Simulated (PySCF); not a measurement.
C6H9O2P.
Cartesian coordinates in Å at the PBE0-D3(BJ)/def2-SVP level; atoms count from 1:
```
atom  x, y, z in Å
C1     3.0957    0.7253   -2.0517
C2     2.5925   -0.2685   -1.5779
C3     1.9547   -1.4339   -0.9986
P4     0.4668   -1.0082   -0.0206
O5     0.7055   -0.2848    1.2554
O6    -0.1624   -2.5033    0.1620
C7    -0.6785   -0.1634   -1.1538
C8    -1.9165    0.2317   -0.4153
C9    -3.1168   -0.3203   -0.5988
H10    3.5552    1.6031   -2.4670
H11    2.6276   -1.9490   -0.2925
H12    1.6622   -2.1660   -1.7693
H13   -0.5841   -2.5682    1.0291
H14   -0.8972   -0.8339   -1.9995
H15   -0.1360    0.7174   -1.5368
H16   -1.7822    0.9996    0.3545
H17   -3.9817   -0.0039   -0.0104
H18   -3.2803   -1.1013   -1.3485
```

Computed with PySCF at B3LYP/def2-SVPD, non-relativistic, on one gas-phase PBE0-D3(BJ)/def2-SVP geometry that isn't relaxed in the solvent. The solvent is an IEF-PCM continuum (cavity from Bondi-type radii × 1.2), and excitations are vertical TDDFT with non-equilibrium linear response and a frozen core. Only the electrostatic response of the medium enters.

Gas-phase singlets (H = HOMO, L = LUMO):

| state | E (eV) | λ (nm) | f | leading configurations |
| --- | --- | --- | --- | --- |
| S1 | 6.185 | 200 | 0.156 | H→L 77%, H-1→L 13% |
| S2 | 6.355 | 195 | 0.001 | H→L+1 35%, H→L+3 18%, H-2→L+2 12% |
| S3 | 6.427 | 193 | 0.006 | H→L+1 51%, H-2→L+2 19%, H-2→L 11% |
| S4 | 6.537 | 190 | 0.002 | H→L+2 24%, H→L+3 22%, H-2→L+3 16% |
| S5 | 6.571 | 189 | 0.003 | H→L+2 24%, H→L+3 17%, H-1→L+3 13% |

Problem. Give the list for chloroform (ε = 4.711), n² = 2.09.

Solution. 
| state | E (eV) | λ (nm) | f | leading configurations | change by rank (eV) |
| --- | --- | --- | --- | --- | --- |
| S1 | 6.279 | 197 | 0.291 | H→L 77%, H-1→L 10% | +0.094 |
| S2 | 6.434 | 193 | 0.001 | H-2→L+2 24%, H→L+3 16%, H-1→L+3 14% | +0.079 |
| S3 | 6.504 | 191 | 0.006 | H→L+1 69%, H-2→L+2 12% | +0.077 |
| S4 | 6.594 | 188 | 0.006 | H→L+3 26%, H-2→L+3 16%, H-1→L+2 13% | +0.057 |
| S5 | 6.655 | 186 | 0.014 | H→L+2 27%, H-1→L+3 16%, H→L+1 12% | +0.084 |

Problem. The ground-state energy changes by -0.393 eV from gas to chloroform. By how much does the total energy of gas-phase S1 change?

Solution. E(S1) = E(S0) + excitation energy, so it changes by -0.393 + 0.094 = -0.299 eV: it is lowered less than the ground state, which is what a blue shift means. This is the vertical state, with the slow part of the continuum still set for S0.

Problem. How do the frontier levels move from gas to chloroform?

Solution. 
```
orbital  gas (eV)  solvent (eV)  change (eV)
 LUMO+2      0.22          0.37        +0.15
 LUMO+1     -0.02          0.15        +0.17
   LUMO     -0.49         -0.35        +0.14
   HOMO     -7.26         -7.20        +0.06
 HOMO-1     -7.80         -7.77        +0.03
 HOMO-2     -7.97         -7.92        +0.05
 HOMO-3     -8.27         -8.44        -0.17
```

The HOMO–LUMO gap goes from 6.77 to 6.84 eV.
